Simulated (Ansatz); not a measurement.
Job for Ansatz (a quantum-chemistry and plane-wave program): R-wB97X-V/def2-TZVPP on BH5N2 (SMILES NBN), a point of a torsion scan.

Ansatz 0.2 input:
```yaml
crystal:
  periodic: [false, false, false]
  atoms:
    - {symbol: N, position_ang: [1.24131876, -0.18570575, 0.10832732]}
    - {symbol: B, position_ang: [0.05614826, 0.60461226, 0.19082575]}
    - {symbol: N, position_ang: [-0.79632387, 0.51222163, 1.29520250]}
    - {symbol: H, position_ang: [1.35684279, -0.81777439, -0.66462352]}
    - {symbol: H, position_ang: [1.49307778, -0.68266791, 0.95365062]}
    - {symbol: H, position_ang: [-0.26828931, 1.25475865, -0.72991590]}
    - {symbol: H, position_ang: [-0.56823371, -0.01739160, 2.12063000]}
    - {symbol: H, position_ang: [-1.57779152, 1.12717694, 1.43889151]}
basis:
  gaussian:
    orbitals: def2-TZVPP
hamiltonian:
  xc: {name: wB97X-V}
scf: {lower_state_search: off}
```

The log:

```
WARN ansatz: RAYON_NUM_THREADS=1 ignored (pool sized by the plan → 1); use --threads N
Functional definition: wB97X-V
these checks for a lower state are left out or cut short: stability, starts, cluster_reference, orbital_swaps, neighbouring_geometries, increment
integrals: 0.07 GiB planned
774 factors; their error is unknown
integrals: 0.10 GiB planned
211 factors; integrals over basis functions are off by at most 9.1e-6 eV
mean field: 0.71 GiB planned
mean field evaluation 1: about -3733.6230 eV, gradient 6.0e1 eV
mean field evaluation 2: about -3735.2378 eV, gradient 5.2e1 eV
mean field evaluation 4: about -3740.2269 eV, gradient 7.4e-1 eV
mean field evaluation 8: about -3740.2321 eV, gradient 2.8e-1 eV
mean field evaluation 16: about -3740.2322 eV, gradient 8.4e-6 eV
mean field -3740.23218335 eV, -137.4509975177 hartree, gradient 8.4e-6 eV, S^2 0.000000; 0 other end points of the search recorded, 0 dependent functions left out
reference -3740.23218157 eV, -137.4509974522 hartree; 12, 12 occupied and 151, 151 virtual orbitals, 774 factors
Total energy: -3740.23218157 eV, -137.4509974522 hartree
Checks for a lower state left out: stability, starts, cluster_reference, orbital_swaps, neighbouring_geometries, increment
```

The run converged.

Cost: roughly 2.9 core-seconds.
